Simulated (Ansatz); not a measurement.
C$_{6}$H$_{10}$O, charge -1, doublet, geometry from GFN2-xTB of the parent state (a state made from the parent by changing its charge; the spin is typed, not shown lowest) (a gas-phase anion, which may not be bound at this level); MP2/STO-3G (Ansatz, a first-principles code).

Input for Ansatz:
Ansatz 0.2 input:
```yaml
crystal:
  periodic: [false, false, false]
  atoms:
    - {symbol: O, position_ang: [2.36106128, 0.44277604, 0.25723720]}
    - {symbol: C, position_ang: [1.13365009, 0.20047069, -0.01331276]}
    - {symbol: C, position_ang: [0.09077164, 1.31333637, 0.22839384]}
    - {symbol: C, position_ang: [-1.17819378, 1.01003033, -0.54363085]}
    - {symbol: C, position_ang: [-1.77543362, -0.32572408, -0.11187780]}
    - {symbol: C, position_ang: [-0.74431059, -1.42919847, -0.32745964]}
    - {symbol: C, position_ang: [0.52779214, -1.14352997, 0.44612814]}
    - {symbol: H, position_ang: [-0.12591387, 1.40045300, 1.30206483]}
    - {symbol: H, position_ang: [0.55624689, 2.23831196, -0.11286847]}
    - {symbol: H, position_ang: [-1.89956956, 1.81101126, -0.36035552]}
    - {symbol: H, position_ang: [-0.96186879, 0.98739082, -1.61340380]}
    - {symbol: H, position_ang: [-2.67856603, -0.53728156, -0.68634433]}
    - {symbol: H, position_ang: [-2.04820434, -0.28058690, 0.94492597]}
    - {symbol: H, position_ang: [-1.15320435, -2.38494651, 0.01150188]}
    - {symbol: H, position_ang: [-0.51645648, -1.51665306, -1.39148850]}
    - {symbol: H, position_ang: [1.29184323, -1.89710476, 0.25362361]}
    - {symbol: H, position_ang: [0.32154775, -1.11511178, 1.52500114]}
basis:
  gaussian:
    orbitals: STO-3G
total_charge: -1
magnetization: {spin_polarized: true, initial_magnetization: 1}
correlation: {method: mp2}
```

It wrote (shortened):

```
Functional definition: HF
655 factors; integrals over basis functions are off by at most 3.3e-5 eV
mean field evaluation 1: about -8263.6475 eV, gradient 2.6e1 eV
mean field evaluation 2: about -8264.1697 eV, gradient 2.6e1 eV
mean field evaluation 4: about -8269.3832 eV, gradient 2.7e0 eV
mean field evaluation 8: about -8269.6268 eV, gradient 1.4e-1 eV
mean field -8269.62736148 eV, -303.9032001798 hartree, gradient 2.8e-6 eV, S^2 0.755703; 0 other end points of the search recorded, 0 dependent functions left out
7 core orbitals not correlated
reference -8269.62736148 eV, -303.9032001798 hartree; 21, 20 occupied and 17, 18 virtual orbitals, 655 factors
second order -8.64874767 eV of doubles, -0.00000000 eV of singles
Total energy: -8278.27610916 eV, -304.2210357945 hartree
```
